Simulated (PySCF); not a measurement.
**Correlation energy of Be (beryllium, neutral)**

[He] 2s1 3s1, high-spin 3S determinant (an excited configuration). Computed with PySCF 2.14 in aug-cc-pVTZ with one added diffuse shell each of s, p, d, f type (6s5p4d3f, 62 functions), with the non-relativistic Hamiltonian (point nucleus). Frozen: 1s2; 2 electrons correlated.

With two correlated electrons CCSD is exact within the correlated space (frozen core and kept virtual orbitals).

| level | correlation energy (mhartree) |
| --- | --- |
| CCSD | -4.70 |

Diagnostics: T1 = 0.021, D1 = 0.0413, largest double amplitude 0.059.

The outer electron is Rydberg-like, and this basis confines it to a smaller radius and binds it less than a complete one would.

Cost of the coupled-cluster step: of the order of 1.5 core-seconds, for 2 correlated electrons.
